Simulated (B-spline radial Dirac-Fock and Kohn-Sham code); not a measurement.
**Co: input and output of one calculation**

ΔSCF core binding energies without Breit or QED terms, calculated with a radial B-spline solver.

Input (task.json):

```json
{"items": [{"Z": 27, "q": 0, "cfg": [[1, 0, 2], [2, 0, 2], [2, 1, 6], [3, 0, 2], [3, 1, 6], [3, 2, 7], [4, 0, 2]], "A": 59, "rrms": 3.7875, "do": "settings", "holes": ["K", "L3", "M5"],
  "settings": [{"rel": "dirac", "method": "hf", "nuc": "fermi", "radius_factor": 1.0, "rmax": 45.0, "h": 0.3, "order": 7, "points": 10, "c_factor": 1.0, "maxit": 60, "damp": 0.5, "ndamp": 3, "tol": 1e-08}]}]}
```

Command: `python xray2_run.py task.json out`

Ground-state iterations:

```
iter   energy (Ha)        error
   1    -1389.37737565  9.89e-01
   2    -1390.07322370  3.40e-01
   3    -1391.97351875  2.99e-02
   4    -1391.99984632  1.09e-02
   5    -1392.00175066  2.12e-03
   6    -1392.00190002  6.12e-04
   7    -1392.00191684  9.26e-05
   8    -1392.00191737  1.55e-05
   9    -1392.00191738  1.34e-05
  10    -1392.00191738  1.55e-06
  11    -1392.00191738  1.35e-07
```

The ground state converged in 11 iterations, with total energy -1392.00192 Ha, virial ratio 1.98458 and highest orbital energy -7.42 eV. ΔSCF binding energies: K (1s) 7735.3 eV, L3 (2p3/2) 794.8 eV. Holes are computed only in closed shells, and unreliable hole states are left out.
